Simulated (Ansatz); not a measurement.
Input for Ansatz (a program for electronic structure): U-BHLYP/def2-TZVPP on H4MoO5 (SMILES [O]=[Mo]([OH])([OH])([OH])[OH]), 2S+1 = 3, a spin state set in the input, which need not be the lowest. Elements past Kr take the def2 small-core potentials; no spin–orbit coupling.

Ansatz 0.2 input:
```yaml
crystal:
  periodic: [false, false, false]
  atoms:
    - {symbol: Mo, position_ang: [0.55238440, 0.01701544, 0.48215827]}
    - {symbol: O, position_ang: [1.59592974, -0.74259420, 1.55986398]}
    - {symbol: O, position_ang: [-1.44140446, 0.82005808, -0.17356817]}
    - {symbol: H, position_ang: [-1.79040017, 0.32189834, -0.92995844]}
    - {symbol: O, position_ang: [1.05129291, 1.82648824, 0.30528952]}
    - {symbol: H, position_ang: [0.51946291, 2.46172828, -0.18880269]}
    - {symbol: O, position_ang: [0.52550211, -0.98374680, -1.15632809]}
    - {symbol: H, position_ang: [1.37195721, -1.24729219, -1.53581852]}
    - {symbol: O, position_ang: [-1.13336917, -0.96425053, 1.02523457]}
    - {symbol: H, position_ang: [-1.37794474, -1.64492333, 0.37735386]}
basis:
  gaussian:
    orbitals: def2-TZVPP
hamiltonian:
  xc: {name: BHLYP}
magnetization: {spin_polarized: true, initial_magnetization: 2}
```

Output:

```
WARN ansatz: RAYON_NUM_THREADS=8 ignored (pool sized by the plan → 8); use --threads N
Functional definition: BHLYP
integrals: 0.22 GiB planned
1541 factors; their error is unknown
0.32 GiB of the device are held for the grids
1.67 GiB of device memory are held for the factors and their scratch space
mean field: 1.84 GiB planned
mean field evaluation 1: about -12136.8351 eV, gradient 7.2e1 eV
mean field evaluation 2: about -12048.9810 eV, gradient 1.8e2 eV
mean field evaluation 4: about -12153.0024 eV, gradient 1.4e1 eV
mean field evaluation 8: about -12153.6911 eV, gradient 3.3e-1 eV
mean field evaluation 16: about -12153.9085 eV, gradient 2.8e-2 eV
mean field evaluation 32: about -12153.9085 eV, gradient 6.0e-5 eV
mean field -12153.90848802 eV, -446.6478987195 hartree, gradient 6.0e-5 eV, S^2 2.025862; 4 other end points of the search recorded, 0 dependent functions left out
reference -12153.90869030 eV, -446.6479061535 hartree; 30, 28 occupied and 237, 239 virtual orbitals, 1541 factors
Total energy: -12153.90869030 eV, -446.6479061535 hartree
```

The calculation finished and met its thresholds.
